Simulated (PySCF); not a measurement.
# Computed structure and properties of [Dy(SH)2]+

System: [Dy(SH)2]+ (singlet in the valence; each metal's 4f electrons, 9 of them, lie in its core potential, out of spins and levels); start: displaced along the imaginary mode (C2v). Method: PySCF 2.14.0, RKS BP86, Dy lcecp-1-SVP with ECP55, S def2-SVP, H def2-SVP; non-relativistic Hamiltonian with scalar-relativistic core potentials where named; density fitting; no spin-orbit coupling.

Input of the relaxation:

```python
mol = gto.M(atom='''
Dy     0.00022     0.00041    -0.00012
S     -0.00417     0.65342     2.33160
H      0.11437     1.24589     3.57499
S     -0.00417    -0.66902    -2.32717
H      0.11437    -0.81817    -3.69640''',
    basis={'Dy': 'lcecp-1-SVP', 'S': 'def2-SVP', 'H': 'def2-SVP'},
    ecp={'Dy': 'lcecp-1-SVP'},
    charge=1, spin=0)
mf = dft.RKS(mol, xc='B88,P86')
mf.grids.atom_grid = (50, 194)  # f atoms: unpruned, at least (60, 302)
mf = mf.density_fit()  # fitting sets: Dy AutoAux, S def2-universal-JKFIT, H def2-universal-JKFIT
mf.conv_tol = 1e-08; mf.max_cycle = 55
mf.kernel(dm0)  # dm0: converged density of the start geometry
# quasi-Newton relaxation in Cartesian coordinates to a largest gradient under 0.00045 Eh/bohr, steps kept in the point group
```

Run from Python with OMP_NUM_THREADS=2; the lines above give its settings. Where DIIS fails, smearing, a level shift and second-order steps follow.
It took 79 s on 2 threads of Arm Neoverse V1, on a shared host, from the converged density of the start.

Course of the relaxation:

| step | energy above end (eV) | largest force component within the symmetry (eV/Å) |
| --- | --- | --- |
| 0 | 0.8348 | 0.619 |
| 1 | 0.8189 | 0.113 |
| 2 | 0.8157 | 0.062 |
| 3 | 0.7981 | 0.179 |
| 4 | 0.7626 | 0.284 |
| 5 | 0.7552 | 0.727 |
| 6 | 0.7444 | 0.580 |
| 7 | 0.6946 | 0.190 |
| 23 | 0.0210 | 0.170 |
| 24 | 0.0093 | 0.172 |
| 25 | 0.0013 | 0.069 |
| 26 | 0.0001 | 0.013 |
| 27 | 0.0001 | 0.030 |
| 28 | 0.0000 | 0.002 |
(The steps between are left out.)

Relaxed geometry (C2v):

```xyz
5

Dy   -0.6983   -1.3058    0.3707
S    -0.0500    0.4668    2.0003
H     0.5094    1.3454    1.1132
S    -0.0500   -0.6537   -1.9472
H     0.5094    0.5599   -1.6540
```

| contact | Å |
| --- | --- |
| Dy1–S2 (SH) | 2.494 |
| Dy1–S4 (SH) | 2.494 |

On the finer grid (75, 302):

```json
{
  "HOMO": "-11.20 eV",
  "LUMO": "-8.21 eV",
  "Dipole about the centre of mass": "3.10 D",
  "Set of Mulliken populations of Dy1 outside the core potential": "s 2.37, p 6.21, d 1.40, f 0.02",
  "D3(BJ) dispersion energy (not in the energies)": "-0.267 eV"
}
```

| atom | Mulliken (e) | Löwdin (e) | spin (e) |
| --- | --- | --- | --- |
| Dy1 | 1.00 | 0.48 | 0.00 |
| S2 | -0.16 | 0.19 | 0.00 |
| H3 | 0.16 | 0.06 | 0.00 |
| S4 | -0.16 | 0.19 | 0.00 |
| H5 | 0.16 | 0.06 | 0.00 |

The 4f levels lie in the core potential and are missing. Their spin isn't counted.

On the grid (50, 194), as all that follows. Harmonic modes: a minimum; lowest 95 cm⁻¹ (negative: unstable), highest 2588 cm⁻¹, zero-point energy 0.434 eV.

Taking off one SH (charge -1, singlet; the rest: singlet) in vacuum, both parts rigid, costs 14.73 eV; the small basis without counterpoise inflates it. Most of it is the attraction of opposite charges; other ways to part are cheaper, and one spin state was tried for the rest.

Rigid scan of SH along the line from its metal:

| distance to S2 (Å) | energy (eV) |
| --- | --- |
| 2.19 | 0.788 |
| 2.29 | 0.307 |
| 2.39 | 0.068 |
| 2.49 | 0.000 |
| 2.59 | 0.053 |
| 2.69 | 0.188 |
| 2.89 | 0.602 |
| 3.19 | 1.352 |
| 3.59 | 2.296 |
| 4.09 | 3.197 |

One start shape was tried, so this needn't be the lowest isomer.

An lcecp potential fixes the number of 4f electrons, so in runs with it no electron can move into or out of that shell.
